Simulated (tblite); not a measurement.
Compound: C5H12OSi2.
Z-matrix (Å and degrees, GFN2-xTB geometry), rows numbered from 1:
```
C 
C   1  1.5249
C   2  1.5331  1  113.33
Si  3  1.9150  2  109.60  1   172.61
C   3  1.5013  2  111.73  1    55.08
C   5  1.3226  3  115.72  2  -128.83
O   6  1.3698  5  117.92  3     1.97
Si  7  1.6477  6  112.08  5     2.10
H   1  1.0871  2  110.94  3    61.40
H   1  1.0886  2  110.30  3  -178.46
H   1  1.0880  2  110.35  3   -58.52
H   2  1.0930  1  109.38  3  -121.95
H   2  1.0950  1  108.26  3   121.36
H   4  1.4652  3  108.98  2    61.75
H   4  1.4664  3  108.80  2   -57.23
H   4  1.4619  3  110.10  2  -176.85
H   5  1.0769  3  121.14  2    52.22
H   6  1.0779  5  127.90  3  -177.97
H   8  1.4608  3  117.38  2    11.51
H   8  1.4592  3  114.82  2  -122.83
```

Calculated harmonic vibrations of the isolated species, GFN2-xTB (tblite), most abundant isotopes, no scaling. The method is semi-empirical: single wavenumbers can be off by several per cent or more. Modes of hydrogen on silicon can be 10 to 20 % off. One conformer, not necessarily the lowest.

Harmonic wavenumbers (cm⁻¹): 68.2, 98.1, 131.6, 165.6, 176.2, 205.1, 246.8, 292.1, 351.8, 413.9, 463.4, 490.0, 522.9, 548.1, 565.2, 592.6, 663.1, 708.3, 770.6, 779.4, 786.7, 790.1, 801.8, 821.5, 828.5, 835.6, 899.6, 977.1, 1004.9, 1048.6, 1099.7, 1134.3, 1154.4, 1174.8, 1272.0, 1279.4, 1340.6, 1411.0, 1492.6, 1498.9, 1502.2, 1676.4, 2238.4, 2249.2, 2268.9, 2281.2, 2312.9, 2931.6, 2962.7, 3022.3, 3032.0, 3042.2, 3087.7, 3109.1.

A = 1610, B = 1387, C = 1071 MHz; mass 144.043 u (most abundant isotopes); point group C1, symmetry number 1.

Q: What is the zero-point energy?

A: Half the sum of the wavenumbers: 32811 cm⁻¹ = 93.81 kcal/mol.

Q: Entropy at 500 K, 1 bar (ideal gas, RRHO, classical rotation)?

A: Translation 43.40, rotation 30.83, vibration 52.84: S = 127.1 cal/(mol K).

Q: And Cp and H(500 K) − H(0)?

A: Cp = 63.30 cal/(mol K), of which vibrations give 55.35 (their classical limit is 54 R = 107.3); H(500 K) − H(0) = 18.26 kcal/mol without the zero-point energy, 14.28 from vibrations.

Q: What must be added to the electronic energy to get the Gibbs energy at 500 K and 1 bar?

A: ZPE + [H(500 K) − H(0)] − T·S = 93.81 + 18.26 − 63.53 = 48.54 kcal/mol.

Q: Which modes carry the vibrational entropy at 500 K?

A: 68.2 cm⁻¹: 5.23; 98.1 cm⁻¹: 4.51; 131.6 cm⁻¹: 3.93; 165.6 cm⁻¹: 3.48; 176.2 cm⁻¹: 3.36; 205.1 cm⁻¹: 3.06 cal/(mol K); the other 48 give 29.27 together.

Q: Blend soft modes into free rotors: weight 1/[1 + (100 cm⁻¹/ν̃)⁴] for the oscillator and the rest for a rotor with moment μB/(μ + B), μ = h/(8π²ν), B = 10⁻⁴⁴ kg m². What vibrational entropy results?

A: 50.69 cal/(mol K) in place of 52.84, which changes −T·S at 500 K by +1.08 kcal/mol.

Hindered rotation and anharmonicity are outside this model. Other conformers, if any are populated, would add a mixing term that is left out. The structure is chiral; the term R ln 2 for an equal mix with its mirror image is left out.
